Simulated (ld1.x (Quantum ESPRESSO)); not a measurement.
# u(r) = r·R(r): atom against pseudo-atom (In)

Columns: radius, all-electron u(r) and pseudo u(r) of the 4d shell (level -26.07 eV) of indium in the configuration [Ar] 3d10 4s2 4p6 4d10 5s2 5p0; PBE, scalar-relativistic, TM scheme, ld1.x (Quantum ESPRESSO) 7.5.

```csv
r (bohr),all-electron,pseudo
0.085,0.2067,-0.0038
0.170,0.4850,-0.0290
0.255,0.4676,-0.0917
0.340,0.2282,-0.1979
0.425,-0.0895,-0.3421
0.510,-0.3917,-0.5084
0.595,-0.6362,-0.6751
0.680,-0.8116,-0.8208
0.765,-0.9220,-0.9296
0.850,-0.9783,-0.9942
0.935,-0.9935,-1.0162
1.020,-0.9793,-1.0031
1.105,-0.9452,-0.9651
1.190,-0.8987,-0.9123
1.275,-0.8449,-0.8525
1.360,-0.7878,-0.7911
1.445,-0.7299,-0.7309
1.530,-0.6729,-0.6731
1.615,-0.6180,-0.6180
1.700,-0.5658,-0.5658
1.785,-0.5169,-0.5169
1.870,-0.4712,-0.4712
1.955,-0.4288,-0.4288
2.040,-0.3898,-0.3898
2.125,-0.3539,-0.3539
2.210,-0.3210,-0.3210
```

**Question.** How many radial nodes do the two functions have?

**Answer.** The all-electron 4d function has n − l − 1 = 1; the pseudo-wave has 0, since the states of the same l below it are removed with the core.

**Question.** At about which radius was the pseudo-wave matched?

**Answer.** 1.70 bohr. The columns agree to 0.0005 from 1.53 bohr on; several derivatives are matched, so the curves merge somewhat inside the radius.

**Question.** Is the pseudo-wave norm-conserving?

**Answer.** Yes: the TM scheme keeps the norm inside the radius equal to the all-electron one, which fixes the energy derivative of the logarithmic derivative at the level.
